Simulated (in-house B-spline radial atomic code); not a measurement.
Binding energies in Nd50+

NIST's tabulated ground configuration is [He] 2s2 2p6; each binding energy is the energy of the ion with one electron taken from that subshell, relaxed, less that of the parent. Computed with a B-spline radial code for spherical atoms: Dirac-Hartree-Fock, average of configuration, Fermi nucleus of rms radius 4.9123 fm. Energies include first-order Breit, QED and recoil terms.

```tsv
subshell	X-ray name	binding energy (eV)	-ε (eV)	relaxation (eV)
1s	K	47343.5	47536.4	21.7
2s	L1	10632.1	10654.6	2.4
2p1/2	L2	10278.4	10301.6	3.8
2p3/2	L3	9742.2	9758.3	3.1
```

Relaxation = -ε minus the binding energy without Breit, QED and recoil terms.

Emission lines follow as differences of binding energies, with λ = 12398.42 eV·Å / E:

```json
{"line": "K-L3", "holes": "1s → 2p3/2", "energy (eV)": "37601.3", "wavelength (Å)": "0.32973"}
{"line": "K-L2", "holes": "1s → 2p1/2", "energy (eV)": "37065.1", "wavelength (Å)": "0.3345"}
```

(1) What screening constant σ does Moseley's law, E = (3/4)·13.6057 eV·(Z - σ)², need for K-L3?

Moseley's non-relativistic formula needs a falling, then negative, screening constant for heavy elements, because relativity binds the 1s electron more strongly than the formula allows.

(2) What does it cost to remove both a 1s and a 2p3/2 electron?

(3) What does it cost to remove both a 2p3/2 and a 2p1/2 electron?

(4) What does it cost to remove two 1s electrons?

Results:

(1) σ = -0.70.

(2) 57443 eV, which is 357.7 eV more than the two single binding energies together.

(3) 20292 eV, which is 271.4 eV more than the two single binding energies together.

(4) 95817 eV, which is 1130 eV more than the two single binding energies together.
